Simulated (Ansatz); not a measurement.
Correlation energies of CH₈AlBOSi, SMILES `BCO[SiH2][AlH2]` by basis set

```xyz
13

B    -0.629    1.759    1.478
C     0.084    0.389    1.352
O    -0.649   -0.689    0.802
Si   -0.800   -0.888   -0.833
Al    1.367   -1.268   -1.963
H    -0.016    2.660    1.975
H    -1.755    1.928    1.116
H     0.388    0.103    2.373
H     1.054    0.525    0.836
H    -1.474    0.307   -1.442
H    -1.725   -2.042   -1.004
H     2.753   -1.000   -1.224
H     1.402   -1.784   -3.467
```

Charge 0, multiplicity 1. All single points use the PBE0-D4/def2-TZVP geometry. It is one conformer, not always the lowest. Frozen core, restricted reference, Ansatz 0.2.0. CBS rows extrapolate triple and quadruple zeta; past MP2 they add the triple-zeta difference.

| basis | HF (Eh) | MP2 corr. | CCSD corr. | (T) | CCSD(T) total |
| --- | --- | --- | --- | --- | --- |
| def2-TZVPP | -672.98014 | -0.70849 | -0.77185 | -0.02717 | -673.77916 |
| def2-QZVPP | -673.00329 | -0.76022 | – | – | – |
| CBS(def2) | -673.00648 | -0.79853 | -0.86189 | as TZ | -673.89554 |
